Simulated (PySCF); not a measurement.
A structure optimised at B3LYP-D3(BJ)/def2-SVP, used in a PySCF frequency run:

```xyz
4

Cr     0.4259     0.2908     0.0000
O      1.0701    -0.3312     1.2333
O      1.0701    -0.3312    -1.2333
Cl    -1.6085    -0.0987     0.0000
```
Charge +1, spin multiplicity 1.

### Question
Write its SMILES, formula and point group.

### Answer
[O]=[Cr+](=[O])[Cl], ClCrO2, Cs

### Question
What are its rotational constants (standard atomic weights)?

### Answer
8.8810, 3.4608, 2.7105 GHz
